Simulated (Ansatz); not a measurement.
# A barrier at the coupled-cluster level

Start structure (AlSiH₄ClF₂, singlet), relaxed at PBE0-D4/def2-TZVP:

```
9
angstrom
Al -0.5318 -1.5001 -0.1109
Cl -1.3253 -0.6902 -1.9226
F 0.7231 -2.5570 -0.3029
F -1.6471 -1.8362 1.0602
H -0.0881 1.2413 -0.8779
Si 0.5871 0.6515 0.6953
H 0.2783 1.9002 -0.6009
H 1.9990 1.0828 0.4878
H 0.0048 1.7076 1.5716
```

The step: AlSiH₂ClF₂ ([F][Al]([F])([SiH2])[Cl]) + H₂ → AlSiH₄ClF₂ ([F][Al]([F])([SiH3])[ClH]); bonds formed: Cl2–H5, Si6–H7; bonds broken: H5–Si6, H5–H7; bonds weakened to dative contacts: Al1–Cl2. Program: Ansatz 0.2.0. Basis: def2-TZVPP and def2-QZVPP. Cores are frozen in the correlated methods. Extrapolation: Hartree–Fock as exp(−7.88 √X), correlation as X^−2.97. Energies below are by CCSD(T) at an estimated basis limit (MP2 extrapolated from triple and quadruple zeta, plus CCSD(T) − MP2 in triple zeta).

Question: What are the electronic barrier and the energy of the step, from the start structure to the end structure? (An estimate is asked for; the value comes from the calculation.)

Answer: Computed: Barrier 0.318 eV; step energy -0.107 eV (downhill); reverse barrier, their difference, 0.425 eV. Barrier and step energy count from the start structure, the reverse barrier from the end structure.

The saddle point: One imaginary mode of 514i cm⁻¹.
```json
{"pair": "Cl2–H5", "start (Å)": "2.52", "saddle (Å)": "1.65", "end (Å)": "1.29"}
{"pair": "Si6–H7", "start (Å)": "1.83", "saddle (Å)": "1.64", "end (Å)": "1.50"}
{"pair": "Al1–Cl2", "start (Å)": "2.14", "saddle (Å)": "2.28", "end (Å)": "2.61"}
{"pair": "H5–Si6", "start (Å)": "1.81", "saddle (Å)": "2.02", "end (Å)": "3.10"}
{"pair": "H5–H7", "start (Å)": "0.80", "saddle (Å)": "0.97", "end (Å)": "2.29"}
```

Zero-point energy (harmonic, PBE0-D4): ZPE is 1.055 eV at the start and 1.006 eV at the saddle, so the barrier goes from 0.318 to 0.270 eV.

T1 diagnostic: at most 0.013. The end structure is not quite a true minimum (one mode of 42i cm⁻¹).

Labels in which every atom is bracketed show which atoms are joined, not bond orders.

For scale, one of the runs: CCSD(T)/def2-TZVPP, 244 basis functions, launched by `ansatz run in.yaml --threads 4 --pin off --events-out ev --progress --plain --max-ram 9574MiB`. The run took 32 s on 4 CPU threads of an Intel Xeon 6975P-C (shared host), with 5 GiB of host memory at its peak.
